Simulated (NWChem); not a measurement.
# CH₄F₂O₂Si; SMILES FC([SiH](O)O)F

```xyz
10

O     -1.3729    -0.9662     0.7405
Si    -0.2144    -0.8316    -0.4346
O      1.0440    -1.8593    -0.1637
C      0.3542     1.0001    -0.3242
F      1.1597     1.1528     0.7652
F     -0.7655     1.7640    -0.1152
H     -1.7659    -0.1298     1.0146
H     -0.7082    -1.1465    -1.7954
H      1.4571    -1.8241     0.7052
H      0.8853     1.4229    -1.1967
```
Atoms are numbered in this order, from 1.

Results from NWChem. Pople sets run with spherical d functions. All runs use the structure optimised with PBE0/def2-SVP. Level: PBE0/6-31G* with SMD (1 M gas to 1 M solution), gas-phase geometry. Reactions with the solvent are ignored.

```tsv
solvent	dielectric constant	solvation free energy (kcal/mol)	cavity-dispersion-structure term (kcal/mol)	dipole in solution (D)
water	78.4	?	?	1.41
acetonitrile	35.7	-6.4	0.3	1.22
diethyl ether	4.24	-5.5	-1.2	1.14
dichloromethane	8.93	-6.4	0.1	1.20
methanol	32.6	-9.6	1.8	1.40
acetone	20.5	-6.6	-0.6	1.21
```

**Question.** Complete the blanks.

**Answer.** 
- water, solvation free energy (kcal/mol): -7.8
- water, cavity-dispersion-structure term (kcal/mol): 3.8
